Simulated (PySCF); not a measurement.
**Removal energies of Er⁵⁸⁺ from EOM-IP-GCCSD**

Reference: closed-shell Er⁵⁸⁺, [Ne]; one electron is removed. Calculated with PySCF 2.14, two-component X2C-1e with screened spin-orbit coupling, an uncontracted even-tempered set (17 s from 9.6 bohr⁻², ratio 2.6; 13 p from 12 bohr⁻², ratio 2.6; 6 d from 13 bohr⁻², ratio 2.8; 3 f from 280 bohr⁻², ratio 2.8); frozen 1s2; the 48 highest virtual spinors dropped; of the others 44 kept and the rest restored at second order. No Breit or QED terms. Binding energies in eV.

```tsv
level	Koopmans
2s1/2	14307.7
2p1/2	13888.9
2p3/2	12933.8
```

Problem. How does correlation move these levels?

Solution. 2s1/2: second order 14304.4, EOM-CCSD 14304.4; 2p1/2: second order 13886.2, EOM-CCSD 13886.3; 2p3/2: second order 12931.9, EOM-CCSD 12932.0.

For comparison, the ionisation energy of Er⁵⁸⁺ is 12918 ± 6 eV (theoretical estimate listed by NIST; NIST Atomic Spectra Database, ionization energies).
